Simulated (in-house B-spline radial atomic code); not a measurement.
Whole-atom quantities along the 57-electron series, configuration [Xe] 4f3. Computed with a radial B-spline atomic code at the basis-set limit: non-relativistic Hartree-Fock, average of the configuration, point nuclei.

This level leaves out relativity, spin-orbit splitting included, which matters for heavy ions.

```csv
ion,Z,E/Z² (Eh),Σ<r²> (bohr²),n(0)/Z³ (bohr⁻³),Lamb diamagnetic shielding (ppm),repulsion over attraction
Pr2+,59,-2.5626,43.45,0.70928,6353.33,0.15515
Nd3+,60,-2.5784,38.418,0.70985,6491.52,0.15394
Pm4+,61,-2.5939,34.488,0.7104,6629.17,0.15264
Sm5+,62,-2.6091,31.285,0.71095,6766.49,0.1513
```
